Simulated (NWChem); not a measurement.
System: HTeSI; SMILES S[Te]I

Input file for NWChem:

```
start job
memory heap 200 mb stack 900 mb global 1100 mb
geometry units angstroms noautosym nocenter noautoz
  Te     0.597367    -0.974254    -0.003721
  I     -0.080228     1.668844     0.014789
  S     -1.529352    -2.063865     0.061666
  H     -1.755570    -2.087333    -1.273451
end
basis spherical
  * library def2-svpd
end
ecp
  Te library def2-ecp
  I library def2-ecp
end
dft
  xc b3lyp
  iterations 150
end
property
  response 1 0.0
end
task dft property
```

NWChem printed, in part:

```
             Northwest Computational Chemistry Package (NWChem) 7.3.0
             --------------------------------------------------------

                             Geometry "geometry" -> ""
                             -------------------------

 Output coordinates in angstroms (scale by  1.889725989 to convert to a.u.)

  No.       Tag          Charge          X              Y              Z
 ---- ---------------- ---------- -------------- -------------- --------------
    1 Te                  52.0000     0.59736700    -0.97425400    -0.00372100
    2 I                   53.0000    -0.08022800     1.66884400     0.01478900
    3 S                   16.0000    -1.52935200    -2.06386500     0.06166600
    4 H                    1.0000    -1.75557000    -2.08733300    -1.27345100

 Effective nuclear repulsion energy (a.u.)     852.9846202916

                                 NWChem DFT Module
                                 -----------------

 Summary of "ao basis" -> "ao basis" (spherical)
 ------------------------------------------------------------------------------
       Tag                 Description            Shells   Functions and Types
 ---------------- ------------------------------  ------  ---------------------
 Te                        def2-svpd                13       35   5s5p3d
 I                         def2-svpd                13       35   5s5p3d
 S                         def2-svpd                11       27   5s4p2d
 H                         def2-svpd                 4        8   2s2p

            General Information
            -------------------
          SCF calculation type: DFT
          Wavefunction type:  closed shell.
          No. of atoms     :     4
          No. of electrons :    66
           Alpha electrons :    33
            Beta electrons :    33
          Charge           :     0
          Spin multiplicity:     1
          Use of symmetry is: off; symmetry adaption is: off
          Maximum number of iterations: 150
          AO basis - number of functions:   105
                     number of shells:    41
          Convergence on energy requested:  1.00D-06
          Convergence on density requested:  1.00D-05
          Convergence on gradient requested:  5.00D-04

              XC Information
              --------------
                         B3LYP Method XC Potential
                     Hartree-Fock (Exact) Exchange  0.200
                        Slater Exchange Functional  0.800 local
                    Becke 1988 Exchange Functional  0.720 non-local
              Lee-Yang-Parr Correlation Functional  0.810
                  VWN I RPA Correlation Functional  0.190 local

             Grid Information
             ----------------
          Grid used for XC integration:  medium
          Radial quadrature: Mura-Knowles
          Angular quadrature: Lebedev.
          Tag              B.-S. Rad. Rad. Pts. Rad. Cut. Ang. Pts.
          ---              ---------- --------- --------- ---------
          Te                  1.40      123          14.0       590
          I                   1.40      123          14.0       590
          S                   1.00       88          15.0       590
          H                   0.35       45          14.0       434
          Grid pruning is: on
          Number of quadrature shells:   379
          Spatial weights used:  Erf1

      Superposition of Atomic Density Guess
      -------------------------------------

 Sum of atomic energies:       -1056.19925258

      Non-variational initial energy
      ------------------------------

 Total energy =    -961.818288
 1-e energy   =   -2068.848436
 2-e energy   =     839.098289
 HOMO         =      -0.219953
 LUMO         =      -0.083368

   convergence    iter        energy       DeltaE   RMS-Dens  Diis-err
 ---------------- ----- ----------------- --------- --------- ---------
 d= 0,ls=0.0,diis     1   -964.5848271247 -1.23D+03  1.34D-02  3.21D-01
 d= 0,ls=0.0,diis     2   -964.5765561840  8.27D-03  7.62D-03  2.83D-01
 d= 0,ls=0.0,diis     3   -964.6219850140 -4.54D-02  2.71D-03  4.95D-02
 d= 0,ls=0.0,diis     4   -964.6312303851 -9.25D-03  6.52D-04  3.59D-03
 d= 0,ls=0.0,diis     5   -964.6318651283 -6.35D-04  1.08D-04  5.67D-05
  Resetting Diis
 d= 0,ls=0.0,diis     6   -964.6318731445 -8.02D-06  5.11D-05  1.65D-05
 d= 0,ls=0.0,diis     7   -964.6318757589 -2.61D-06  4.58D-05  2.40D-06
 d= 0,ls=0.0,diis     8   -964.6318748298  9.29D-07  2.93D-05  7.11D-06
 d= 0,ls=0.0,diis     9   -964.6318762289 -1.40D-06  1.49D-06  1.86D-08
 d= 0,ls=0.0,diis    10   -964.6318762321 -3.23D-09  3.19D-07  7.48D-10

         Total DFT energy =     -964.631876232146
      One electron energy =    -2069.631186859209
           Coulomb energy =      906.313390097161
    Exchange-Corr. energy =      -69.245939095070
 Nuclear repulsion energy =      267.931859624972

 Numeric. integr. density =       66.000004737142

                       DFT Final Molecular Orbital Analysis
                       ------------------------------------

 Vector   31  Occ=2.000000D+00  E=-2.864576D-01
              MO Center= -8.4D-01, -6.6D-01,  3.5D-03, r^2= 5.5D+00
   Bfn.  Coefficient  Atom+Function         Bfn.  Coefficient  Atom+Function
  ----- ------------  ---------------      ----- ------------  ---------------
    82      0.336884  3 S  px                83     -0.319793  3 S  py
    47      0.313733  2 I  px                50      0.264741  2 I  px
    80     -0.251583  3 S  py                79      0.249285  3 S  px
    48     -0.186463  2 I  py                 3     -0.164500  1 Te s
    51     -0.149614  2 I  py                76      0.139778  3 S  px

 Vector   32  Occ=2.000000D+00  E=-2.750993D-01
              MO Center= -4.0D-01,  6.6D-01,  1.4D-02, r^2= 5.1D+00
   Bfn.  Coefficient  Atom+Function         Bfn.  Coefficient  Atom+Function
  ----- ------------  ---------------      ----- ------------  ---------------
    47      0.493077  2 I  px                50      0.415480  2 I  px
    83      0.330474  3 S  py                80      0.245821  3 S  py
    48      0.223307  2 I  py                44     -0.198005  2 I  px
    51      0.177093  2 I  py                41     -0.160332  2 I  px
    77      0.137358  3 S  py                45     -0.088478  2 I  py

 Vector   33  Occ=2.000000D+00  E=-2.322283D-01
              MO Center=  3.0D-01, -2.2D-01, -7.0D-03, r^2= 4.4D+00
   Bfn.  Coefficient  Atom+Function         Bfn.  Coefficient  Atom+Function
  ----- ------------  ---------------      ----- ------------  ---------------
    14      0.529670  1 Te pz                17      0.439206  1 Te pz
    49     -0.366089  2 I  pz                52     -0.325162  2 I  pz
    11     -0.201262  1 Te pz                 8     -0.156710  1 Te pz
    46      0.145259  2 I  pz                43      0.117245  2 I  pz
    98      0.103003  4 H  s                 74     -0.071458  3 S  s

 Vector   34  Occ=0.000000D+00  E=-1.182448D-01
              MO Center=  1.7D-01, -3.9D-02,  2.3D-03, r^2= 5.9D+00
   Bfn.  Coefficient  Atom+Function         Bfn.  Coefficient  Atom+Function
  ----- ------------  ---------------      ----- ------------  ---------------
    51      0.444097  2 I  py                13      0.418292  1 Te py
    16      0.412374  1 Te py                48      0.389620  2 I  py
     3      0.283838  1 Te s                 15     -0.274636  1 Te px
    12     -0.255644  1 Te px                83     -0.215410  3 S  py
    38     -0.203764  2 I  s                  4      0.181975  1 Te s

 Vector   35  Occ=0.000000D+00  E=-8.744846D-02
              MO Center= -7.2D-02, -1.2D+00, -2.1D-02, r^2= 5.6D+00
   Bfn.  Coefficient  Atom+Function         Bfn.  Coefficient  Atom+Function
  ----- ------------  ---------------      ----- ------------  ---------------
    15      0.459163  1 Te px                82      0.431422  3 S  px
    12      0.376390  1 Te px                16      0.325042  1 Te py
    13      0.295759  1 Te py                79      0.259910  3 S  px
    74      0.253575  3 S  s                 73      0.216950  3 S  s
     3     -0.194765  1 Te s                 83      0.177407  3 S  py

 Vector   36  Occ=0.000000D+00  E=-1.608899D-02
              MO Center= -1.1D+00, -1.7D+00, -7.6D-01, r^2= 7.2D+00
   Bfn.  Coefficient  Atom+Function         Bfn.  Coefficient  Atom+Function
  ----- ------------  ---------------      ----- ------------  ---------------
     5      1.184755  1 Te s                  4     -0.403926  1 Te s
    85     -0.262582  3 S  px                18     -0.254054  1 Te px
   105     -0.248070  4 H  pz                40      0.242831  2 I  s
    73     -0.241909  3 S  s                 39     -0.221116  2 I  s
    84      0.218731  3 S  pz                19     -0.207599  1 Te py

     Multipole analysis of the density
     ---------------------------------

     L   x y z        total         alpha         beta         nuclear
     -   - - -        -----         -----         ----         -------
     0   0 0 0      0.000000    -33.000000    -33.000000     66.000000

     1   1 0 0      0.145871     13.200951     13.200951    -26.256031
     1   0 1 0     -0.410559     15.640233     15.640233    -31.691024
     1   0 0 1     -0.310177     -0.149066     -0.149066     -0.012045

     2   2 0 0    -48.527688   -112.165513   -112.165513    175.803339
     2   1 1 0     -0.346069    -65.972721    -65.972721    131.599374
     2   1 0 1      1.346356     -0.476131     -0.476131      2.298617
     2   0 2 0    -48.720738   -318.822631   -318.822631    588.924524
     2   0 1 1      1.370235     -1.682158     -1.682158      4.734551
     2   0 0 2    -50.768159    -28.398631    -28.398631      6.029102

 *** CALLING NEW AORESP DRIVER FOR CLOSED AND OPEN SHELLS ***
 Entering AOResponse driver routine

--------------------------------------------------------------------------------

          -----------------------------------------------
          Solving response equations for perturbing field
          -----------------------------------------------

 number of frequencies:     1
 frequency in a.u.:  0.0000000E+00
 Perturbing field: electric
 Using El. Dipole Length Gauge

 Setting up CPKS with frequency omega =      0.00000000 a.u.

 STATIC response

                                NWChem CPHF Module
                                ------------------

  scftype          =     RHF
  nclosed          =       33
  nopen            =        0
  variables        =     2376
  # of vectors     =        3
  tolerance        = 0.10D-03
  level shift      = 0.00D+00
  max iterations   =       50
  max subspace     =       30

 SCF residual:    1.1929112935366280E-005

Iterative solution of linear equations
  No. of variables     2376
  No. of equations        3
  Maximum subspace       30
        Iterations       50
       Convergence  1.0D-04

   iter   nsub   residual    time
   ----  ------  --------  ---------
     1      3    9.21D+00      31.5
     2      6    2.05D+00      41.3
     3      9    4.19D-01      50.5
     4     12    5.09D-02      60.2
     5     15    1.15D-02      69.8
     6     18    4.11D-03      78.7
     7     21    5.18D-04      89.9
     8     24    1.57D-04     100.0
     9     27    1.81D-05     110.4

 Electric Dipole Response Matrix (nonzero elements):

              1        2        3
    1   97.2851  11.7880   0.9802
    2   11.7880 140.2681   1.3885
    3    0.9802   1.3885  77.2862

 ------------------------------------------
 average:       104.94649 + I       0.00000

 DFT Linear Response polarizability / au
 Frequency  =       0.0000000 / au
              X              Y              Z
 -----------------------------------------------
 X      97.2851097     11.7880178      0.9802110
 Y      11.7880221    140.2681293      1.3884659
 Z       0.9802013      1.3884663     77.2862239
 -----------------------------------------------
 Eigenvalues =      94.2859917    143.3269099     77.2265613
 Isotropic   =     104.9464876
 Anisotropic =      59.4360661
 -----------------------------------------------

 Magnetic Dipole Response Matrix (nonzero elements):

 Exiting AOResponse driver routine
```

Level: B3LYP/def2-SVPD with def2 effective core potentials on Te, I. Coordinates come from a PBE0/def2-SVP optimisation. def2 effective core potentials on Te, I; no spin-orbit coupling.
